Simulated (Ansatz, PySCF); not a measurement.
Spin states of HOOs (SMILES [OH][Os]), each relaxed with B3LYP-D3(BJ)/def2-TZVP.
State 1 (charge 0, multiplicity 4):
```xyz
3

Os    -0.93442    -0.65052    -0.81209
O      0.44509    -0.13107     0.30024
H      0.45616     0.82896     0.44154
```
State 2 (charge 0, multiplicity 6):
```xyz
3

Os    -1.0185    -0.7661    -0.8915
O      0.4017    -0.0481     0.2790
H      0.5836     0.8616     0.5422
```

Singlets are restricted, other states unrestricted; no spin–orbit coupling, no relativity up to Kr; see below for the cores. The largest T1 diagnostic is 0.111.

Correlated levels freeze the inner cores; with def2 sets outer-core shells near the valence are correlated too. CBS: X⁻³ extrapolation of the correlation energy, Hartree–Fock from the larger set.

Run with Ansatz (a quantum-chemistry and plane-wave program) with Gaussian orbitals; PySCF for the dispersion terms.  In def2 rows elements past Kr take small-core potentials, without spin–orbit coupling.

PBE/def2-TZVPP gives 0.713 eV for the energy of the multiplicity-6 state less that of the multiplicity-4 state.

Question: How do the other levels lie against it? Give each less PBE: PBE-D3(BJ)/def2-TZVPP, r2SCAN/def2-TZVPP, PBE0/def2-TZVPP, wB97M-V/def2-TZVPP, B2PLYP/def2-TZVPP, CCSD(T)/CBS(def2-SVP, def2-TZVPP).

Answer: PBE-D3(BJ)/def2-TZVPP 0.000; r2SCAN/def2-TZVPP -0.315; PBE0/def2-TZVPP -0.232; wB97M-V/def2-TZVPP -0.204; B2PLYP/def2-TZVPP -0.034; CCSD(T)/CBS(def2-SVP, def2-TZVPP) -0.090 eV. 0 of 6 lie above PBE; the widest gap is to r2SCAN/def2-TZVPP.

Doubts at one or more of the structures used: a spin-contaminated determinant (CCSD(T)/CBS(def2-SVP, def2-TZVPP)); T1 above 0.05 (CCSD(T)/CBS(def2-SVP, def2-TZVPP)).
